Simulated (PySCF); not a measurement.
**Electron correlation in P+ (phosphorus, charge +1)**

[Ne] 3s2 3p2, high-spin 3P determinant. All numbers are calculated (PySCF 2.14, no relativity, point nucleus, in cc-pV(T+d)Z). Frozen: [Ne]; 4 electrons correlated.

MP2 pair energies summed by pair of shells (mhartree):

```
 pair  energy  share (%)
3s-3p  -38.88       62.2
3s-3s  -17.11       27.4
3p-3p   -6.52       10.4
```

Total MP2 correlation energy: -62.51 mhartree.

Same-spin part -10.56 and opposite-spin part -51.95 mhartree; SCS-MP2 scales them by 1/3 and 6/5 to -65.85 mhartree.

```json
{"level": "CCSD", "correlation energy (mhartree)": "-82.89"}
{"level": "(T)", "correlation energy (mhartree)": "-2.34"}
{"level": "CCSD(T)", "correlation energy (mhartree)": "-85.23"}
```

Diagnostics: T1 = 0.0100, D1 = 0.0252, largest double amplitude 0.103.

Cost of the coupled-cluster step: 0.46 s of wall time on 1 thread of Neoverse-V2 (shared host), for 4 correlated electrons.
